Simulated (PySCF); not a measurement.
[Ti(H2O)6]3+ holds Ti(III), d1, at total charge +3. The structure is a PBE0-D3(BJ)/def2-SVP, IEF-PCM water geometry optimised for multiplicity 2; coordination octahedral, point group Ci, metal–donor distances 2.02 Å.

Method (PySCF 2.14, density fitting): CASSCF(1,5) with orbitals averaged over all microstates of the shell, strongly contracted NEVPT2 on the averaged canonical orbitals; basis x2c-TZVPall on the metal, x2c-SVPall elsewhere; spin-free X2C; IEF-PCM water; spin-orbit coupling by state interaction with the mean-field operator over all roots.

CASSCF energies above the lowest CASSCF root:

```tsv
state	CASSCF / cm⁻¹
2Ag (from 2T2g)	0
2Ag (from 2T2g)	3474
2Ag (from 2T2g)	3586
2Ag (from 2Eg)	19884
2Ag (from 2Eg)	19928
```

How does dynamic correlation (SC-NEVPT2) move these states?


```json
{"state": "2Ag (from 2T2g)", "NEVPT2 / cm⁻¹": "0", "shift / cm⁻¹": "0"}
{"state": "2Ag (from 2T2g)", "NEVPT2 / cm⁻¹": "4226", "shift / cm⁻¹": "+753"}
{"state": "2Ag (from 2T2g)", "NEVPT2 / cm⁻¹": "4364", "shift / cm⁻¹": "+778"}
{"state": "2Ag (from 2Eg)", "NEVPT2 / cm⁻¹": "22012", "shift / cm⁻¹": "+2128"}
{"state": "2Ag (from 2Eg)", "NEVPT2 / cm⁻¹": "22059", "shift / cm⁻¹": "+2131"}
```

In the ligand-field fit 10Dq goes from 17553 to 19172 cm⁻¹. The symmetry is lower than cubic, so 10Dq is the difference of the means of the two sets.

NEVPT2 lifts 2Ag (from 2T2g) from 3586 to 4364 cm⁻¹; on the d shell alone such lifts tend to overshoot. NEVPT2 on the d shell alone tends to put d–d bands too high for such charged or covalently bound ions.
